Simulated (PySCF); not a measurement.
**Nonlinear optical response: SMILES FC(C=O)=C=C=C=CF, C6H2F2O**

Geometry (Å), atoms numbered from 1 in this order:
```xyz
11

O     2.481   -0.785   -1.506
C     2.787   -0.445   -0.395
C     1.825    0.007    0.642
F     2.410    0.333    1.794
C     0.516    0.091    0.466
C    -0.735    0.140    0.210
C    -1.990    0.194   -0.039
C    -3.271    0.313   -0.320
F    -4.149   -0.659   -0.133
H     3.845   -0.436   -0.030
H    -3.718    1.224   -0.733
```

Level of theory: quadratic response CAM-B3LYP/aug-cc-pVDZ first hyperpolarisability, Taylor convention, gas phase (PySCF). Geometry: PBE0-D3(BJ)/def2-SVP.

(1) Give β for the processes computed.

(2) Which lowest excitations, dipole and polarisabilities go with it?

Answers

(1) In 10⁻³⁰ esu, Taylor convention; the vector part is βᵢ = ⅓ Σⱼ (βᵢⱼⱼ + βⱼᵢⱼ + βⱼⱼᵢ); β∥ is 3/5 of the vector part along the dipole, the dipole points from − to +:
```
                   process  λ (nm)  β vector norm    β∥  β HRS  depolarisation ratio
           static β(0;0,0)       ∞           3.16  0.95   1.44                  3.83
second harmonic β(−2ω;ω,ω)    1907           3.59  1.12   1.63                  3.92
         Pockels β(−ω;ω,0)    1907           3.29  1.00      –                     –
second harmonic β(−2ω;ω,ω)    1064           4.96  1.67   2.23                  4.08
         Pockels β(−ω;ω,0)    1064           3.62  1.13      –                     –
```

(2) S1 3.11 eV (f = 0.000); S2 3.60 eV (f = 0.000); S3 3.88 eV (f = 0.000); dipole 1.89 D; isotropic α 102.3 au static, 103.1 au at 1907 nm, 105.0 au at 1064 nm, 105.7 au at 953.5 nm, 115.2 au at 532 nm.
